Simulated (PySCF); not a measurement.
**Worked example: chemical shift, span and skew from a shielding tensor**

C4H6O2, SMILES C=CC(=O)OC. Atoms are numbered in the order given.

```xyz
12

C      2.4523    -0.4306     0.1299
C      1.1963    -0.8476    -0.0558
C      0.0594     0.1072     0.0251
O      0.1459     1.2912     0.2539
O     -1.1124    -0.5224    -0.1932
C     -2.2787     0.2951    -0.1402
H      2.6509     0.6235     0.3439
H      3.2995    -1.1182     0.0740
H      0.9492    -1.8899    -0.2718
H     -2.3781     0.7715     0.8472
H     -2.2351     1.0887    -0.9018
H     -3.1298    -0.3699    -0.3306
```
Charge 0, spin multiplicity 1.

The structure is a stationary point at B3LYP-D3(BJ)/def2-SVP. Other conformers were not sampled.

GIAO shieldings from B3LYP/pcSseg-1 (PySCF), non-relativistic, no solvent. The symmetric part of the tensor of C3 has the principal values -90.1, 47.1, 62.5 ppm. The same nucleus in TMS has σ = 181.3 ppm at this level (PySCF, at its B3LYP-D3(BJ)/def2-TZVP geometry).

Q: Work out the isotropic shielding, the ¹³C shift against TMS, the span and the skew.

A: 
σ(iso) = (σ11 + σ22 + σ33)/3 = 6.5 ppm. δ = σ(ref) − σ(iso) = 181.3 − (6.5) = 174.8 ppm.
Span Ω = σ33 − σ11 = 152.6 ppm. Skew κ = 3(σ(iso) − σ22)/Ω = -0.80. Tumbling in solution averages the tensor to δ; in a static solid the shielding alone would spread this spin-1/2 line over Ω.
